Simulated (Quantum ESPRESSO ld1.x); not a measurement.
Q: These are the eigenvalues of the occupied orbitals of an atom or ion with whole-number occupations (Ry). Method: Dirac Kohn-Sham, LDA (Slater exchange, Perdew-Zunger correlation), spin-unpolarised, spherical densities, point nucleus; computed with ld1.x of Quantum ESPRESSO 7.5.

| orbital | eigenvalue |
|---|---|
| 1s1/2 | -1456.63 |
| 2s1/2 | -207.825 |
| 2p1/2 | -191.514 |
| 2p3/2 | -183.695 |
| 3s1/2 | -37.3344 |
| 3p1/2 | -31.1244 |
| 3p3/2 | -29.8352 |
| 3d3/2 | -18.8151 |
| 3d5/2 | -18.5707 |
| 4s1/2 | -7.08059 |
| 4p1/2 | -5.28512 |
| 4p3/2 | -5.09198 |
| 4d3/2 | -2.44595 |
| 4d5/2 | -2.42466 |

Which element is it, and in what charge state? The configuration may be excited. Open shells, if any, are shared by 2j + 1.

A: Z = 42, molybdenum, charge +3: Mo3+ in [Kr] 4d3. The list shows which subshells hold electrons but not how many an open one holds; the 1s level, -728.32 hartree, gives Z - s = 38.2 by -(Z - s)^2/2, which with screening and relativity narrows Z to a few neighbours, and the depths of the outer levels then fix element, charge and occupations together.
